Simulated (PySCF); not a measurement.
Species: C₂H₄BF₂N.
SMILES with atom numbers: `[CH3:1]/[N:2]=[CH:3]\[B:4]([F:5])[F:6]` (hydrogens: H7, H8, H9 on C1; H10 on C3)

Method used: PBE0-D3(BJ)/def2-SVP geometry optimisation, gas phase (PySCF 2.14.0).

**Question.** List the bond lengths, angles and torsions at this level.

**Answer.** 
```csv
bond,length (bohr),order
C1–N2,2.710,single
N2=C3,2.408,double
C3–B4,2.981,single
"B4–F5, B4–F6",2.493,single
"C1–H7, C1–H8, C1–H9",2.083,single
C3–H10,2.088,single
```

Bonds in one row agree within 0.02 bohr and their mean is given. Orders are formal, as drawn. A selection of angles:
```csv
angle,degrees
N2–C1–H7,108.0
N2–C1–H9,116.4
H7–C1–H8,105.4
H7–C1–H9,109.3
C1–N2–C3,122.1
N2–C3–B4,131.0
N2–C3–H10,115.2
B4–C3–H10,113.8
C3–B4–F5,117.7
C3–B4–F6,125.7
F5–B4–F6,116.6
```

Dihedral angles: C1–N2–C3–B4 0° (synperiplanar); N2–C3–B4–F5 171° (antiperiplanar). The mirror-image conformer, all signs reversed, is as good.

The C–N distances run from 1.275 Å (N2=C3, drawn double) to 1.434 Å (C1–N2, drawn single), a spread of 0.159 Å. Of the pairs four or more bonds apart, F6···H9 is among the closest relative to their van der Waals radii: 2.24 Å, 84 % of the sum of Bondi's values. B4 (three-coordinate boron) is planar (angles 125.7°, 117.7° and 116.6°, sum 360.0°, 0.01 Å off the plane of its three neighbours). N2 (C=N nitrogen) is bent (angle 122.1°).

Point group: near Cs, missed by 0.34 Å at most; the miss may be what the optimiser left on a soft mode. PBE0-D3(BJ)/def2-SVP frequencies: not computed here.
